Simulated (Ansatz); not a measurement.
One change: `N[Si]N([SiH3])[SiH3]` becomes `[SiH3][N]([SiH3])[GeH]`.

Ansatz, PBE0-D4/def2-TZVP geometries, multiplicity 1. Each molecule was computed in one conformer, which needn't be the lowest.

Scalar relativity is left out up to krypton.

| property | `N[Si]N([SiH3])[SiH3]` |
| --- | --- |
| size of the dipole moment (B3LYP/def2-TZVPP) / D | 1.71 |
| HOMO–LUMO gap (ωB97M-V/def2-TZVPP) / eV | 9.69 |
| LUMO energy (PBE/def2-TZVPP) / eV | -1.77 |
| ideal-gas entropy at 298 K and 1 bar (rigid rotor, harmonic PBE0-D4/def2-TZVP) / J/(mol·K) | 388 |
| LUMO energy (B3LYP/def2-TZVPP) / eV | -1.13 |
| HOMO energy (PBE0/def2-TZVPP) / eV | -6.61 |

What does the change do to each property? (Best estimate.)

Computed: 
```csv
property,`[SiH3][N]([SiH3])[GeH]`,shift
size of the dipole moment (B3LYP/def2-TZVPP) / D,0.31,-1.40
HOMO–LUMO gap (ωB97M-V/def2-TZVPP) / eV,8.61,-1.08
LUMO energy (PBE/def2-TZVPP) / eV,-3.17,-1.40
"ideal-gas entropy at 298 K and 1 bar (rigid rotor, harmonic PBE0-D4/def2-TZVP) / J/(mol·K)",364,-24
LUMO energy (B3LYP/def2-TZVPP) / eV,-2.58,-1.45
HOMO energy (PBE0/def2-TZVPP) / eV,-6.91,-0.30
```

With PBE0 the HOMO falls by 0.30 eV and the LUMO falls by 1.41 eV, so the gap narrows by about 1.11 eV. PBE moves the HOMO by -0.30 eV and ωB97M-V by -0.30 eV. The zero-point energy changes by -53.2 kJ/mol with -6 modes. Dipoles are sizes alone; their direction can turn.

B3LYP here is the variant with VWN-RPA as its local correlation; programs differ in this.
